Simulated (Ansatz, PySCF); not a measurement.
C4H7O2, SMILES [CH2]C(=O)OCC, multiplicity 2. Atoms are numbered in the order given.

```xyz
13

C      2.2190     0.3990    -0.4339
C      0.9542    -0.1569     0.0095
O      0.8196    -0.8707     0.9871
O     -0.0699     0.2096    -0.7979
C     -1.3751    -0.2752    -0.4499
C     -2.0265     0.5809     0.6234
H      2.2710     1.0384    -1.3162
H      3.1145     0.1607     0.1406
H     -1.2926    -1.3210    -0.1169
H     -1.9457    -0.2409    -1.3891
H     -1.4649     0.5121     1.5662
H     -2.0699     1.6354     0.3097
H     -3.0549     0.2324     0.8096
```
Charge 0, spin multiplicity 2.

The structure is a stationary point at B3LYP-D3(BJ)/def2-SVP. The isomer is the one that the SMILES or the coordinates give; other isomers of the formula were not compared. The values are those of a single conformer.

Two levels are set side by side: PBE-D3(BJ)/def2-SVP (Ansatz, a quantum-chemistry and plane-wave program) and B3LYP-D3(BJ)/def2-SVP (Ansatz). Each level has its own optimised geometry; the coordinates shown are those of the second. Frequencies come from the Hessian of PySCF at each geometry. Differences are taken from unrounded values.

```tsv
quantity	B3LYP-D3(BJ)
mean bond length (Å)	1.222
bond C1–C2 (Å)	1.451
bond C2–O3 (Å)	1.218
bond C2–O4 (Å)	1.355
bond O4–C5 (Å)	1.435
bond C5–C6 (Å)	1.520
bond C1–H7 (Å)	1.091
bond C1–H8 (Å)	1.090
bond C5–H9 (Å)	1.101
bond C5–H10 (Å)	1.099
bond C6–H11 (Å)	1.100
bond C6–H12 (Å)	1.101
bond C6–H13 (Å)	1.102
highest harmonic wavenumber (cm⁻¹)	3299
mean harmonic wavenumber (cm⁻¹)	1391
zero-point energy (kcal/mol)	65.61
```

Question: What does PBE-D3(BJ) give, and how far is it from B3LYP-D3(BJ)? (An estimate is asked for; the answer gives what the named calculation found.)

Answer: 
```tsv
quantity	PBE-D3(BJ)	PBE-D3(BJ) minus B3LYP-D3(BJ)
mean bond length (Å)	1.229	0.007
bond C1–C2 (Å)	1.452	0.001
bond C2–O3 (Å)	1.228	0.010
bond C2–O4 (Å)	1.369	0.015
bond O4–C5 (Å)	1.441	0.006
bond C5–C6 (Å)	1.522	0.002
bond C1–H7 (Å)	1.099	0.008
bond C1–H8 (Å)	1.098	0.008
bond C5–H9 (Å)	1.110	0.009
bond C5–H10 (Å)	1.108	0.008
bond C6–H11 (Å)	1.107	0.008
bond C6–H12 (Å)	1.108	0.007
bond C6–H13 (Å)	1.109	0.007
highest harmonic wavenumber (cm⁻¹)	3235	-64
mean harmonic wavenumber (cm⁻¹)	1352	-38
zero-point energy (kcal/mol)	63.79	-1.82
```

Exact exchange shortens and stiffens bonds; PBE has none. Differences between two approximate levels are no errors against the true value.
